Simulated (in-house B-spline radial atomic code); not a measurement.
Ionising Er3+ with different functionals

Computed with an all-electron radial atomic-structure program (B-spline basis): four-component Dirac-Coulomb Hamiltonian, Fermi nucleus of rms radius 5.2516 fm, spin-restricted, spherical fractional occupations for the functionals, and exact exchange of hybrids averaged over the configuration. The ionisation energy is the difference of two self-consistent energies, [Xe] 4f11 → [Xe] 4f10, without Breit or QED terms; ε is the level of the shell that loses the electron (mean over j). The electron is taken from both j subshells in proportion to 2j + 1, so the result is a j average, not the step between ground levels.

```tsv
method	rung	ΔSCF (eV)	-ε(4f) (eV)
PBE0	global hybrid	44.76	38.57
B97-1	global hybrid	44.83	38.00
B3LYP	global hybrid	44.93	37.96
wB97X	range-separated hybrid	44.69	40.73
```

Task: Among the functionals, which spreads more, the ΔSCF values or the orbital energies?

Result: The orbital energies: ΔSCF values span about 0.24 eV and the orbital energies 2.77 eV; here energy differences depend much less on the functional than eigenvalues do.

Task: How do they compare with the NIST value?

Result: NIST lists 42.42 eV ± 0.04 (semi-empirical, ground level to ground level). Errors run from +2.27 to +2.51 eV. The correlated functionals all miss on the same side by more than they spread, so the cause is common to them (Breit-QED terms, spin polarisation, the choice among j levels, multiplet and fine-structure energies, or a listed next ion that isn't the cheapest removal here) and closeness doesn't rank the functionals.
